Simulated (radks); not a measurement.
The mercury ion Hg4+, 76 electrons, occupied as [Kr] 4d10 4f14 5s1.75 5p6 5d8 5f0.25 (fractional occupations, a model configuration). Method: scalar-relativistic Kohn-Sham, PBE, spin-polarised, spherical densities, point nucleus; open shells are filled with parallel spins first (spin-orbit coupling, left out, can overturn this in heavy ions); computed with a radial shooting solver on a logarithmic mesh with Libxc functionals.

Normalised radial functions P(r) = r R(r), r in bohr:

r,5p up,5d up
0.001354,0.0043,0.0000
0.001576,0.0055,0.0000
0.001835,0.0071,0.0000
0.002154,0.0092,0.0001
0.002507,0.0117,0.0001
0.002919,0.0150,0.0002
0.003398,0.0192,0.0003
0.003956,0.0245,0.0004
0.004605,0.0313,0.0006
0.005404,0.0402,0.0009
0.006291,0.0508,0.0013
0.007324,0.0638,0.0020
0.008526,0.0798,0.0030
0.009926,0.0990,0.0044
0.01165,0.1229,0.0066
0.01356,0.1493,0.0097
0.01579,0.1788,0.0142
0.01838,0.2105,0.0206
0.02139,0.2427,0.0296
0.02511,0.2740,0.0427
0.02923,0.2970,0.0596
0.03403,0.3081,0.0819
0.03961,0.3008,0.1103
0.04611,0.2685,0.1452
0.05412,0.2015,0.1882
0.063,0.1042,0.2327
0.07334,-0.0218,0.2763
0.08538,-0.1643,0.3120
0.0994,-0.3010,0.3303
0.1157,-0.4016,0.3200
0.1358,-0.4318,0.2668
0.1581,-0.3612,0.1697
0.184,-0.1876,0.0298
0.2142,0.0648,-0.1376
0.2494,0.3390,-0.3048
0.2927,0.5641,-0.4397
0.3407,0.6361,-0.4896
0.3967,0.5225,-0.4365
0.4618,0.2304,-0.2759
0.5376,-0.1783,-0.0277
0.6309,-0.6269,0.2835
0.7345,-0.9659,0.5730
0.855,-1.1479,0.8062
0.9954,-1.1516,0.9469
1.159,-1.0063,0.9805
1.36,-0.7621,0.9098
1.583,-0.5152,0.7693
1.843,-0.3060,0.5924
2.146,-0.1579,0.4137
2.498,-0.0698,0.2597
2.908,-0.0259,0.1447
3.412,-0.0073,0.0672
3.972,-0.0017,0.0274
4.625,-0.0003,0.0092
5.384,0.0000,0.0025
6.267,0.0000,0.0005
7.355,0.0000,0.0001
8.562,0.0000,0.0000
9.968,0.0000,0.0000

5p up: eigenvalue -119.51 eV, 3 radial nodes at r = 0.0716, 0.207, 0.505 bohr, <r> = 1.02 bohr, 90 % of the charge inside 1.47 bohr. 5d up: eigenvalue -59.846 eV, 2 radial nodes at r = 0.189, 0.546 bohr, <r> = 1.32 bohr, 90 % of the charge inside 1.97 bohr.
